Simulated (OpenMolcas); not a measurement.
**Fe II: from CASSCF to CASPT2**

| Property | Result |
| --- | --- |
| Program | OpenMolcas 26.06 |
| Basis | ANO-R2 [6s5p4d2f1g] |
| Scalar Hamiltonian | X2C, finite nucleus |
| Active space | 7 electrons in 6 orbitals (3d 4s) |
| State averaging | 2S+1 = 6 even, 6 roots; 2S+1 = 4 even, 40 roots kept (CI in the orbitals of an earlier block); 2S+1 = 2 even, 57 roots kept (CI in the orbitals of an earlier block) |
| Spin-orbit coupling | RASSI with atomic mean-field integrals over the reference wave functions, term energies averaged over their components |

Methods on the same reference wave functions:
A. CASSCF
B. SS-CASPT2, IPEA 0.25 Eh, imaginary shift 0.1 Eh (closed shells correlated: 3s 3p)
C. MS-CASPT2, IPEA 0.25 Eh, imaginary shift 0.1 Eh (closed shells correlated: 3s 3p)

Energies in cm⁻¹ above 3d⁶ 4s ⁶D_9/2, the measured ground level; measured values from NIST Handbook of Basic Atomic Spectroscopic Data.

```tsv
Level	A	B	C	Measured
3d⁶ 4s ⁶D_9/2	0.0	0.0	0.0	0.0
3d⁶ 4s ⁶D_7/2	387	388	388	385
3d⁶ 4s ⁶D_5/2	679	678	678	668
3d⁶ 4s ⁶D_3/2	883	881	881	863
3d⁶ 4s ⁶D_1/2	1004	1000	1000	977
3d⁶ 4s ⁴D_7/2(1)	10463	7590	7590	
3d⁶ 4s ⁴D_5/2(1)	10914	8050	8050	
3d⁶ 4s ⁴D_3/2(1)	11222	8350	8350	
3d⁶ 4s ⁴D_1/2(1)	11402	8530	8530	
3d⁶ 4s ⁴H_13/2	24542	22120	22120	21252
3d⁶ 4s ⁴H_11/2	24705	22270	22270	21430
3d⁶ 4s ⁴H_9/2	24845	22400	22400	21582
3d⁶ 4s ⁴H_7/2	24962	22520	22520	21712
3d⁶ 4s ⁴P_5/2	26683	20990	20990	
3d⁶ 4s ⁴P_3/2	27698	21990	21990	
3d⁶ 4s ⁴F_9/2	27846	23230	23230	
3d⁶ 4s ⁴F_7/2	28007	23390	23390	
3d⁶ 4s ⁴F_5/2	28152	23520	23520	
3d⁶ 4s ⁴F_3/2	28269	23630	23630	
3d⁶ 4s ⁴P_1/2	28364	22670	22670	
3d⁶ 4s ⁴G_11/2	30329	26270	26270	25429
3d⁶ 4s ⁴G_9/2	30736	26670	26670	25805
3d⁶ 4s ⁴G_7/2	30945	26850	26850	25982
3d⁶ 4s ²H_11/2	31003	26950	26950	26170
```

Deviations, from unrounded energies. A percentage is the sum of absolute deviations over the sum of measured energies, with the sign that they share, or ± where signs differ.

```tsv
Against measurement	Levels	A	B	C
mean absolute deviation (cm-1)	12	2700	560	560
fine structure of the ground term (%)	4	+2.1	+1.9	+1.9
other terms of the ground configuration (%)	8	+17.3	+3.5	+3.5
```

B, C lie about equally close to measurement and A furthest from it. The largest miss of C in the table is 3d⁶ 4s ⁴H_13/2, by +870 cm-1. The ranking rests on the paired levels alone, and a cruder setting can come out closer through cancelling errors.

Between B and C no level of the table moves by more than 5 cm-1.

The two smallest mean deviations differ by little beside CASPT2's spread within terms, so their order carries little weight.

From A to B the spin-free energies of the other terms of 3d⁶ 4s shown, above ⁶D, scale by factors of 0.72 to 0.90.

The lowest spin-free term lies below A's lowest term by 0.555 hartree in B, 0.555 hartree in C.

CASPT2 breaks the degeneracy within a term, and the mean is taken; among the terms shown or strongly mixed into the levels shown the widest spread is 390 cm-1 (3d⁶ 4s ⁴G, C). Over all roots computed the reference weight is 0.88 to 0.93 in B, 0.88 to 0.93 in C; the roots of lowest weight are the least certain, and an intruder state may touch them. Terms from blocks run as CI alone lack orbitals of their own. No level of 3d⁷ was computed, though it lies in the active space. Without dynamic correlation excited terms often stand tens of per cent too high (terms of higher spin than the ground term too low), and those without a measured partner can miss by more than the paired ones (holds for A). The CASPT2 spread within a term exceeds the gap to the next term for 3d⁶ 4s ⁴G and 3d⁶ 4s ²H, so the order of their levels is uncertain, and so are names and mixing where such terms share a J (holds for C). Computed and measured levels are paired by configuration, term and J; levels that our copy of the source lacks, or whose pairing is in doubt (as where it misses far off the trend of its configuration), stay unpaired and out of the deviations. Only configurations of the active space appear. Levels that lie high or do not pair safely by name in every column are left out.

A number in round brackets counts repeated terms of one configuration in the order of the reference energies.
